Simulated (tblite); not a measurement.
Start geometry of `[CH+]=[C][SiH2][C@@H](C#N)N=C` [radical] from a force field or distance geometry (Å):
```
atom  x, y, z in Å
C1     3.280   -1.285   -0.390
C2     2.166   -1.091    0.266
Si3    0.680   -0.493   -0.618
C4    -0.218    0.659    0.547
C5    -0.801    1.752   -0.171
N6    -1.270    2.642   -0.753
N7    -1.270   -0.104    1.166
C8    -2.406   -0.082    0.590
H9     4.241   -1.488   -0.773
H10   -0.147   -1.619   -1.052
H11    1.056    0.315   -1.789
H12    0.499    1.003    1.319
H13   -2.614    0.467   -0.317
H14   -3.196   -0.676    1.072
```

**Question.** What comes out of this run: GFN2-xTB geometry optimisation, gas phase (tblite 0.8.0)?

**Answer.** 
```
atom  x, y, z in Å
C1     3.3817   -0.4574   -0.5249
C2     2.1926   -0.6044   -0.6701
Si3    0.3990   -0.8321   -0.9346
C4    -0.3191    0.3802    0.6992
C5     0.2125    1.6601    0.3476
N6     0.6509    2.6688    0.0391
N7    -1.6509    0.3539    0.8662
C8    -2.7057   -0.0572    0.3685
H9     4.4213   -0.3291   -0.3979
H10   -0.1773   -2.1025   -0.4969
H11   -0.2021   -0.1638   -2.0829
H12    0.2025   -0.0391    1.5627
H13   -2.7641   -0.6764   -0.5302
H14   -3.6421    0.1987    0.8523
```

The energy falls by 190.3 kJ/mol over 170 L-BFGS steps, the largest force on an atom goes from 6.96 to 0.008 eV/Å, and the atoms move by 1.061 Å rms after alignment. The bond that changes most is Si3–C4 (ends: silicon bonded to 2 C and 2 H; carbon bonded to C, N, Si and H), which lengthens by 0.289 Å. Bonds longer at the end by more than 0.005 Å: 2 of 13; shorter: 7. Among the angles that change most is C1–C2–Si3, from 119.9° to 178.6°. Among the dihedrals that turn most is H12–C4–N7–C8, from 151° to -123°. Rotational constants go from 3453, 1050, 888.3 to 2611, 1199, 897.8 MHz. The orientation of the end geometry is arbitrary; only internal coordinates are fixed.

Its GFN2-xTB frequencies are all real (lowest 35 cm⁻¹). 3 starts were optimised and ended at 0.00, 0.49 and 0.72 kcal/mol (GFN2-xTB); the lowest of these is shown.

One conformer stands for the species.

These are computed values.
